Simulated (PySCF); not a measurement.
Species: CH6B2FN.
Bonds: B1–N2, N2–B3, B3–C4, B3–F5. Hydrogens: H6, H7 on B1; H8 on N2; H9, H10, H11 on C4.

Computed, not measured: PySCF, PBE0-D3(BJ)/def2-SVP geometry optimisation, gas phase.

(1) List the bond lengths, angles and torsions at this level.

## Answers

(1) 
```json
{"bond": "B1–N2", "length (pm)": "141.0"}
{"bond": "N2–B3", "length (pm)": "143.4"}
{"bond": "B3–C4", "length (pm)": "156.2"}
{"bond": "B3–F5", "length (pm)": "134.1"}
{"bond": "B1–H6, B1–H7", "length (pm)": "120.8"}
{"bond": "N2–H8", "length (pm)": "101.7"}
{"bond": "C4–H9, C4–H10, C4–H11", "length (pm)": "110.1"}
```

Bonds in one row agree within 1 pm and their mean is given. A selection of angles:
```json
{"angle": "N2–B1–H6", "degrees": "119.0"}
{"angle": "H6–B1–H7", "degrees": "121.0"}
{"angle": "B1–N2–B3", "degrees": "129.3"}
{"angle": "B1–N2–H8", "degrees": "116.8"}
{"angle": "B3–N2–H8", "degrees": "113.9"}
{"angle": "N2–B3–C4", "degrees": "126.3"}
{"angle": "N2–B3–F5", "degrees": "115.1"}
{"angle": "C4–B3–F5", "degrees": "118.7"}
{"angle": "B3–C4–H9", "degrees": "114.2"}
{"angle": "B3–C4–H10", "degrees": "109.6"}
{"angle": "H9–C4–H10", "degrees": "109.0"}
{"angle": "H10–C4–H11", "degrees": "106.0"}
```

Torsions: B1–N2–B3–C4 0° (synperiplanar). The mirror-image conformer, all signs reversed, is as good.

B3 (three-coordinate boron) is planar (angles 126.3°, 118.7° and 115.1°, sum 360.0°, 0.00 Å off the plane of its three neighbours). Of the pairs four or more bonds apart, H7···H9 is among the closest relative to their van der Waals radii: 2.29 Å, 95 % of the sum of Bondi's values. B1 (three-coordinate boron) is planar (angles 121.0°, 119.9° and 119.0°, sum 360.0°, 0.00 Å off the plane of its three neighbours). The 2 B–N bonds span 1.410 Å (B1–N2, drawn single) to 1.434 Å (N2–B3, drawn single), a spread of 0.024 Å. N2 (boron-bound nitrogen) is planar (angles 129.3°, 116.8° and 113.9°, sum 360.0°, 0.00 Å off the plane of its three neighbours). The 5 heavy atoms lie in one plane (0.003 Å rms).

Point group: near Cs, missed by 0.13 Å at most; the miss may be what the optimiser left on a soft mode. PBE0-D3(BJ)/def2-SVP frequencies: not computed here. The numbers are those of one conformer.
